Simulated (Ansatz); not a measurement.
Relaxation of BH6SbSi (9 atoms, charge 0, multiplicity 1), to a largest force component of 0.015 eV/Å in at most 40 steps.

These are results of RKS B3LYP/def2-SVP (Ansatz), not measurements.

```xyz
9
Properties=species:S:1:pos:R:3:forces:R:3
B -1.092 0.553 -0.810 -0.14 0.10 -0.18
Si 0.789 0.585 -0.446 1.24 0.31 0.07
Sb 0.894 -1.028 1.583 -0.37 -0.64 0.60
H -1.565 -0.276 -1.491 -0.31 -0.64 -0.50
H -1.827 1.280 -0.258 -0.51 0.54 0.45
H 1.469 1.784 0.072 -0.13 0.52 0.10
H 1.792 0.016 -1.357 0.01 -0.31 -0.51
H 2.481 -1.482 1.175 0.25 -0.14 -0.21
H 1.564 0.179 2.580 -0.04 0.26 0.17
```

Task: Where does it end, and by what steps?

Result: The forces met the threshold. The force dipped under the threshold on the way, but the program's further checks kept it going. After 39 steps the energy has fallen by 0.327 eV; H9 moved furthest, 2.38 Å.

```tsv
step	energy less start (eV)	largest force component (eV/Å)	accepted
0	0.0000	1.238	yes
2	-0.1731	0.238	yes
4	-0.1673	0.218	no
6	-0.1958	0.123	yes
8	-0.1993	0.184	yes
10	-0.2128	0.021	yes
12	-0.2135	0.075	yes
14	-0.2157	0.086	yes
16	-0.2162	0.037	yes
18	-0.2177	0.037	yes
20	-0.2185	0.042	yes
22	-0.2195	0.095	yes
24	-0.2213	0.053	yes
26	-0.2238	0.209	yes
28	-0.2347	0.175	yes
30	-0.2443	0.161	yes
32	-0.2658	0.220	yes
34	-0.3035	0.099	yes
36	-0.3159	0.245	yes
38	-0.3268	0.022	yes
39	-0.3271	0.007	yes
```

```xyz
9
Properties=species:S:1:pos:R:3
B -0.688 0.610 -0.168
Si 1.120 0.450 -0.915
Sb 1.481 -1.129 1.188
H -1.530 -0.193 -0.485
H -0.937 1.447 0.662
H 2.105 1.562 -0.820
H 1.369 -0.360 -2.142
H 1.805 0.231 2.195
H -0.218 -1.008 1.533
```

Whether the end is a true minimum wasn't checked by a vibrational analysis.

Time of the run: 5.4 min on 1 thread of AMD EPYC (Zen 3), with other jobs on the host, peak memory 0.19 GiB.
